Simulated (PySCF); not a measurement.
Computed with PBE-D3(BJ)/def2-TZVP // PBE0-D3(BJ)/def2-SVP (PySCF). All species are isolated molecules in the gas phase. One relaxed conformer stands for a flexible species; it need not be the lowest. Excitations are Tamm–Dancoff values on a coarser integration grid. The basis has no diffuse functions, so Rydberg states are missing or too high.

Reference species (SMILES): `C1[C@@H]2[C@H](C[C@](C2)(B)C1)S` (neutral, multiplicity 1).

The S1 oscillator strength comes out as 0.001 and the HOMO is -5.46 eV. The T1 excitation (TDA) is 3.09 eV.

Changed species: `B[C@@H]1C[C@H]2CC[C@]1(S)C2`.

Give the shifts of the S1 oscillator strength, HOMO and T1 excitation (TDA).

the S1 oscillator strength rises by 0.016, to 0.017; the HOMO rises by 0.04 eV, to -5.42 eV; the T1 excitation (TDA) hardly moves.
